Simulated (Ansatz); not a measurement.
`N[SiH2]C[SiH2]N`. The species carries charge 0 and has multiplicity 1. The geometry is a stationary point of PBE0-D4/def2-TZVP. It is one conformer, not always the lowest.

```xyz
15

N     2.537   -0.498   -1.480
Si    0.837   -0.223   -1.391
C     0.341    0.147    0.369
Si   -1.485   -0.058    0.690
N    -1.926    0.763    2.140
H     3.173    0.211   -1.152
H     2.913   -0.959   -2.293
H     0.194   -1.467   -1.895
H     0.337    0.905   -2.236
H     0.621    1.178    0.611
H     0.898   -0.522    1.034
H    -2.306    0.553   -0.392
H    -1.772   -1.525    0.685
H    -2.899    0.967    2.308
H    -1.462    0.530    3.004
```

**Question.** What is the dipole moment at r2SCAN/def2-TZVPP? (Estimate.)

**Answer.** The calculation gave: 1.63 D, with components (1.06, 0.46, 1.15) D in this frame, pointing from negative to positive charge.

**Question.** And with PBE, B3LYP, ωB97M-V? (An estimate is asked.)

**Answer.** Ansatz gave: PBE 1.62 D, B3LYP 1.52 D, ωB97M-V 1.56 D.

**Question.** Give the Mulliken charges with r2SCAN, B3LYP, PBE in def2-TZVPP. (Estimate.)

**Answer.** The calculation gave: 
```
atom  r2SCAN  B3LYP    PBE
  N1   -0.46  -0.41  -0.39
 Si2    0.44   0.42   0.32
  C3   -0.33  -0.34  -0.29
 Si4    0.44   0.42   0.32
  N5   -0.46  -0.41  -0.39
  H6    0.15   0.13   0.14
  H7    0.15   0.13   0.14
  H8   -0.09  -0.09  -0.07
  H9   -0.11  -0.11  -0.10
 H10    0.09   0.10   0.10
 H11    0.09   0.10   0.10
 H12   -0.09  -0.09  -0.07
 H13   -0.11  -0.11  -0.10
 H14    0.15   0.13   0.14
 H15    0.15   0.13   0.14
```

B3LYP here is the variant with VWN-RPA as its local correlation; programs differ in this.
